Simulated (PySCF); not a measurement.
C₃H₁₂Si₃, SMILES C=CC([SiH3])([SiH3])[SiH3].

The structure is a stationary point at PBE-D3(BJ)/def2-SVP. This is a generated structure with no PubChem entry under its InChIKey; it may be hypothetical. Other conformers were not sampled.

The numbers are results of PySCF with PBE/def2-TZVP, not measurements.

Gas-phase values at a fixed geometry.

```json
{
 "total_energy": "-989.41196 hartree",
 "point_group": "Cs",
 "highest_occupied_level": "-6.26 eV",
 "lowest_empty_level": "-1.44 eV",
 "orbital_gap": "4.82 eV",
 "dipole_moment": "0.44 D",
 "quadrupole, principal values (traceless, Buckingham form, about the centre of nuclear charge)": "-2.87, 0.71, 2.16 D·Å"
}
```
